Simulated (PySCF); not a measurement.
# Exercise with solution: chemical shift, span and skew from a shielding tensor

Si(H)(Me)2(NH2) (C2H9NSi), SMILES C[SiH](C)N. Atoms are numbered in the order given.

```xyz
13

Si    -0.0614     0.1213     0.3446
C     -1.2016     1.0148    -0.8702
C      1.7206     0.3273    -0.2234
N     -0.3673    -1.5854     0.5295
H     -0.2652     0.7284     1.6958
H     -1.0894     0.6107    -1.8906
H     -2.2599     0.9058    -0.5808
H     -0.9736     2.0936    -0.9087
H      2.4190    -0.1425     0.4865
H      1.8732    -0.1410    -1.2108
H      1.9863     1.3927    -0.3188
H     -0.1590    -2.2115    -0.2437
H     -1.2141    -1.8895     1.0017
```
Charge 0, spin multiplicity 1.

Geometry: B3LYP-D3(BJ)/def2-SVP. Other conformers were not sampled.

GIAO shieldings from PBE/pcSseg-1 in PySCF, non-relativistic, no solvent. The symmetric part of the tensor of N4 has the principal values 213.7, 251.9, 266.4 ppm. The same nucleus in NH3 has σ = 267.0 ppm at this level (PySCF, at its B3LYP-D3(BJ)/def2-TZVP geometry).

Task: Work out the isotropic shielding, the ¹⁵N shift against NH3, the span and the skew.

Result: 
σ(iso) = (σ11 + σ22 + σ33)/3 = 244.0 ppm. δ = σ(ref) − σ(iso) = 267.0 − (244.0) = 23.0 ppm.
Span Ω = σ33 − σ11 = 52.7 ppm. Skew κ = 3(σ(iso) − σ22)/Ω = -0.45. Tumbling in solution averages the tensor to δ; in a static solid the shielding alone would spread this spin-1/2 line over Ω.
